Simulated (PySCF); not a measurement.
Problem. What does the PBE0-D3(BJ)/def2-SVP structure of `C[CH2][Ge@H]([NH2])[Cl]` look like in three dimensions?

Solution. 
```
atom  x, y, z in Å
C1     1.7456   -0.3922    0.2457
C2     0.7786    0.7466   -0.0533
Ge3   -1.0642    0.3134    0.3831
N4    -1.6265   -1.0610   -0.6715
Cl5   -2.2234    2.1392    0.0338
H6     2.7752   -0.1308   -0.0447
H7     1.4663   -1.3091   -0.2955
H8     1.7607   -0.6387    1.3192
H9     0.7950    1.0224   -1.1209
H10    1.0381    1.6618    0.5022
H11   -1.3276   -0.0828    1.8437
H12   -1.5419   -0.8899   -1.6707
H13   -2.5685   -1.3927   -0.4808
```

Orientation and origin are arbitrary. Atoms count from 1 in this order. Ge3 (germanium bonded to C, Cl, N and H) is distorted tetrahedral (angles from 106.0° to 115.7°). N4 (nitrogen bonded to Ge and 2 H) is pyramidal (angles 115.1°, 114.6° and 108.4°, sum 338.1°, 0.33 Å off the plane of its three neighbours).

Bonds between heavy atoms (Å): C1–C2 1.524, C2–Ge3 1.943, Ge3–N4 1.821, Ge3–Cl5 2.191.

Level of theory: PBE0-D3(BJ)/def2-SVP geometry optimisation, gas phase in PySCF.

Point group: C1 (no symmetry element, even within 0.4 Å). Whether it is a minimum is left open (no frequencies). One conformer, not necessarily the lowest (C1–C2–Ge3–N4 -64°, C2–Ge3–N4–H -56° and 177°).
